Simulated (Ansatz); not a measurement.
Kohn–Sham single points on F₃H₂NSn, SMILES `[NH2][Sn]([F])([F])[F]`.

```yaml
crystal:
  periodic: [false, false, false]
  atoms:
    - {symbol: N, position_ang: [-0.459711, 1.075236, 0.625189]}
    - {symbol: Sn, position_ang: [0.373931, -0.508603, -0.224946]}
    - {symbol: F, position_ang: [0.825179, -1.795531, 1.082029]}
    - {symbol: F, position_ang: [-0.645295, -1.458482, -1.512232]}
    - {symbol: F, position_ang: [1.955587, -0.016043, -1.132270]}
    - {symbol: H, position_ang: [-0.701935, 1.795610, -0.044379]}
    - {symbol: H, position_ang: [-1.286455, 0.839713, 1.160911]}
basis:
  gaussian: {orbitals: def2-TZVPP}
hamiltonian: {xc: {name: revPBE}, dispersion: d4}
output: {orbitals: {seedname: orbitals}}
```

```sh
$ ansatz run in.yaml --threads 4 --pin off --events-out ev --progress --plain --max-ram 10444MiB
```

Output, abridged:

```
Functional definition: revPBE
1129 factors; their error is unknown
mean field evaluation 1: about -15494.8763 eV, gradient 9.5e1 eV
mean field evaluation 2: about -15437.5863 eV, gradient 1.9e2 eV
mean field evaluation 4: about -15509.1087 eV, gradient 2.2e1 eV
mean field evaluation 8: about -15509.9062 eV, gradient 1.6e-1 eV
mean field evaluation 16: about -15509.8960 eV, gradient 2.1e-4 eV
mean field -15509.89596176 eV, -569.9781636095 hartree, gradient 3.6e-5 eV, S^2 0.000000; 0 other end points of the search recorded, 0 dependent functions left out
reference -15509.89603001 eV, -569.9781661178 hartree; 29, 29 occupied and 173, 173 virtual orbitals, 1129 factors
Total energy: -15510.25543642 eV, -569.9913740597 hartree
```

It took 1.4 s on 4 threads of an Arm Neoverse V2 on a shared host, with 0.23 GiB of host memory at the peak.

Changing it to `hamiltonian: {xc: r2scan, dispersion: d4}` and forces (abridged; 3.5 s):

```
Functional definition: r2SCAN
mean field evaluation 16: about -15510.1315 eV, gradient 1.0e-3 eV
mean field -15510.13150361 eV, -569.9868196129 hartree, gradient 1.5e-5 eV, S^2 0.000000
Total energy: -15510.16234456 eV, -569.9879529970 hartree
Atom 0 force     0.034736     0.149232     0.135394 eV/Å
Atom 1 force    -0.045147     0.013840    -0.010915 eV/Å
Atom 2 force     0.038639    -0.095961     0.104658 eV/Å
Atom 3 force    -0.080476    -0.097149    -0.119814 eV/Å
Atom 4 force     0.125239     0.040624    -0.065490 eV/Å
Atom 5 force    -0.034102    -0.001249    -0.026910 eV/Å
Atom 6 force    -0.038889    -0.009337    -0.016923 eV/Å
Dipole moment:    -0.523418     0.548829     0.180089 e Å
```

The same input with `hamiltonian: {xc: {name: wB97M-V}}` and forces (abridged; 7.5 s):

```
Functional definition: wB97M-V
mean field evaluation 16: about -15508.2655 eV, gradient 4.4e-5 eV
mean field -15508.26551297 eV, -569.9182457219 hartree, gradient 4.4e-5 eV, S^2 0.000000
Total energy: -15508.26557391 eV, -569.9182479613 hartree
Atom 0 force    -0.046619    -0.050562    -0.062894 eV/Å
Atom 1 force    -0.024837     0.050073     0.027525 eV/Å
Atom 2 force     0.006488    -0.029596     0.025087 eV/Å
Atom 3 force    -0.007099     0.000138    -0.003226 eV/Å
Atom 4 force     0.031542     0.008928    -0.022871 eV/Å
Atom 5 force     0.003080    -0.017454     0.053636 eV/Å
Atom 6 force     0.037445     0.038472    -0.017257 eV/Å
Dipole moment:    -0.530106     0.545571     0.174323 e Å
```

The same input with `hamiltonian: {xc: pbe, dispersion: d4}` and forces (abridged; 1.6 s):

```
Functional definition: PBE
mean field evaluation 16: about -15502.4944 eV, gradient 3.8e-3 eV
mean field -15502.49442099 eV, -569.7061620034 hartree, gradient 4.2e-5 eV, S^2 0.000000
Total energy: -15502.62636482 eV, -569.7110108496 hartree
Atom 0 force     0.189466     0.316642     0.342955 eV/Å
Atom 1 force    -0.195008     0.230632     0.087600 eV/Å
Atom 2 force     0.179605    -0.492674     0.520401 eV/Å
Atom 3 force    -0.406541    -0.386413    -0.519908 eV/Å
Atom 4 force     0.621077     0.202622    -0.344845 eV/Å
Atom 5 force    -0.097563     0.222892    -0.242690 eV/Å
Atom 6 force    -0.291036    -0.093701     0.156487 eV/Å
Dipole moment:    -0.511444     0.538572     0.177804 e Å
```

Changing it to `hamiltonian: {xc: {name: r2SCANh}, dispersion: d4}` (abridged; 3.5 s):

```
Functional definition: r2SCANh
mean field evaluation 16: about -15509.2065 eV, gradient 2.8e-5 eV
mean field -15509.20646055 eV, -569.9528249075 hartree, gradient 2.8e-5 eV, S^2 0.000000
Total energy: -15509.23957472 eV, -569.9540418306 hartree
```

Changing it to `hamiltonian: {xc: {name: PBE-QIDH}}` (abridged; 4.1 s):

```
Functional definition: PBE-QIDH
mean field evaluation 16: about -15483.2416 eV, gradient 1.8e-4 eV
mean field -15483.24163330 eV, -568.9986351058 hartree, gradient 7.4e-6 eV, S^2 0.000000
8 core orbitals not correlated: weight in the atoms' cores, before any rotation towards them, 1.000 or more for the frozen orbitals, at most 0.000 for the correlated occupied ones
second order -38.88079358 eV of doubles, -0.00000000 eV of singles
Total energy: -15496.20191051 eV, -569.4749165082 hartree
```
